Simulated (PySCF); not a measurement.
AlClFH2N. Atoms are numbered in the order given.

```xyz
6

Al    -0.0684     0.4033     0.0000
F     -1.5949     1.0557     0.0000
Cl     0.1362    -1.6790     0.0000
N      1.3337     1.4563     0.0000
H      2.2960     1.1338     0.0000
H      1.2959     2.4707     0.0000
```
Charge 0, spin multiplicity 1.

The structure is a stationary point at B3LYP-D3(BJ)/def2-SVP. The values are those of a single conformer.

Calculation: PySCF with PBE0/def2-TZVPD.

Symmetry labels are those of the subgroup Cs that the program uses (full group Cs).

Computed valence orbital energies around the gap with their symmetry:
| orbital | symmetry | energy (eV) |
|---|---|---|
| HOMO−7 | A' | -13.50 |
| HOMO−6 | A' | -12.15 |
| HOMO−5 | A" | -11.73 |
| HOMO−4 | A' | -11.72 |
| HOMO−3 | A' | -10.81 |
| HOMO−2 | A" | -9.67 |
| HOMO−1 | A' | -9.48 |
| HOMO | A" | -8.10 |
| LUMO | A' | -1.06 |
| LUMO+1 | A" | 0.09 |
| LUMO+2 | A' | 0.65 |
| LUMO+3 | A' | 0.94 |
